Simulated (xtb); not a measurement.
dimethyl carbonate (C3H6O3), singlet, at a GFN2-xTB geometry; xtb with GFN0-xTB with ALPB(thf).

Input for xtb:
```
$ xtb mol.xyz --gfn 0 --alpb thf --json

# file mol.xyz
12

C      2.32517331     0.09994214     0.05033470
O      1.10482066    -0.54437804     0.39359877
C     -0.00225252     0.06041020    -0.03827659
O     -0.04037348     1.07614926    -0.67209545
O     -1.06015611    -0.65053184     0.35332550
C     -2.32406787    -0.12639913    -0.03399431
H      2.33572923     1.12457047     0.42682949
H      3.11149818    -0.48764306     0.51637074
H      2.45383247     0.12126973    -1.03361495
H     -3.06483642    -0.80965771     0.37240314
H     -2.40104093    -0.07929089    -1.12196490
H     -2.46262854     0.87711717     0.37296294
```

The log (banner, timings and long lists left out):

```
   ID    Z sym.   atoms
    1    6 C      1, 3, 6
    2    8 O      2, 4, 5
    3    1 H      7-12

           -------------------------------------------------
          |                Calculation Setup                |
           -------------------------------------------------

           -------------------------------------------------
          |                 G F N 0 - x T B                 |
           -------------------------------------------------

      * Solvation model:               ALPB
        Solvent                        thf
        Parameter file                 internal GFN-FF/ALPB
        Dielectric constant                7.6000E+00
        Reference state                gsolv [1 M gas/solution]
        Free energy shift                  4.8933E-03 Eh       3.0706E+00 kcal/mol
        Temperature                        2.9815E+02 K
        Density                            8.8300E-01 kg/L
        Solvent mass                       7.2106E+01 g/mol
        Interaction kernel             P16
        Born radius scaling (c1)           1.9917E+00
        Born radii integrator          GBOBC
        Born offset                        0.0000E+00 a0       0.0000E+00 AA
        H-bond correction              true
        Ion screening                  false
        Surface tension                    1.0000E-05 Eh       1.5569E+01 dyn/cm
        Grid points                               230 per atom

          ...................................................
          :                      SETUP                      :
          :.................................................:
          :  # basis functions                  36          :
          :  # atomic orbitals                  36          :
          :  # shells                           24          :
          :  # electrons                        36          :
          :  electronic temp.          300.0000000     K    :
          :  accuracy                    1.0000000          :
          :  -> integral cutoff          0.2500000E+02      :
          :  -> integral neglect         0.1000000E-07      :
          ...................................................

         :::::::::::::::::::::::::::::::::::::::::::::::::::::
         ::                     SUMMARY                     ::
         :::::::::::::::::::::::::::::::::::::::::::::::::::::
         :: total energy             -19.518066369263 Eh    ::
[...]
     2   8 O        1.704    -0.403    20.731     6.160
     3   6 C        2.643     0.844    15.397     6.398
     4   8 O        0.856    -0.691    28.368     7.147
     5   8 O        1.704    -0.403    20.732     6.160
     6   6 C        3.662    -0.224    28.220     7.706
     7   1 H        0.924     0.184     1.184     1.702
     8   1 H        0.925     0.185     1.176     1.696
     9   1 H        0.924     0.182     1.192     1.708
    10   1 H        0.925     0.185     1.177     1.697
    11   1 H        0.924     0.183     1.190     1.706
    12   1 H        0.924     0.183     1.188     1.704

 Mol. C6AA /au·bohr⁶  :       1253.674842
 Mol. C8AA /au·bohr⁸  :      27336.003686
 Mol. α(0) /au        :         51.490432

Wiberg/Mayer (AO) data.
largest (>0.10) Wiberg bond orders for each atom

 ---------------------------------------------------------------------------
     #   Z sym  total        # sym  WBO       # sym  WBO       # sym  WBO
 ---------------------------------------------------------------------------
     1   6 C    3.946 --     8 H    0.984     9 H    0.979     7 H    0.979
                             2 O    0.975
     2   8 O    2.378 --     3 C    1.145     1 C    0.975     4 O    0.147
     3   6 C    3.886 --     4 O    1.563     2 O    1.145     5 O    1.144
     4   8 O    1.890 --     3 C    1.563     2 O    0.147     5 O    0.147
     5   8 O    2.378 --     3 C    1.144     6 C    0.975     4 O    0.147
     6   6 C    3.946 --    10 H    0.984    11 H    0.979    12 H    0.979
                             5 O    0.975
     7   1 H    0.995 --     1 C    0.979
     8   1 H    1.002 --     1 C    0.984
     9   1 H    0.994 --     1 C    0.979
    10   1 H    1.002 --     6 C    0.984
    11   1 H    0.994 --     6 C    0.979
    12   1 H    0.995 --     6 C    0.979
 ---------------------------------------------------------------------------

Topologies differ in total number of bonds
Writing topology from bond orders to xtbtopo.mol

 dipole moment from electron density (au)
     X       Y       Z
   0.0308  -0.8185   0.5102  total (Debye):    2.453

           -------------------------------------------------
          | TOTAL ENERGY              -19.518066369263 Eh   |
          | GRADIENT NORM               0.041695689609 Eh/α |
          | HOMO-LUMO GAP               5.552300656516 eV   |
           -------------------------------------------------

normal termination of xtb
```
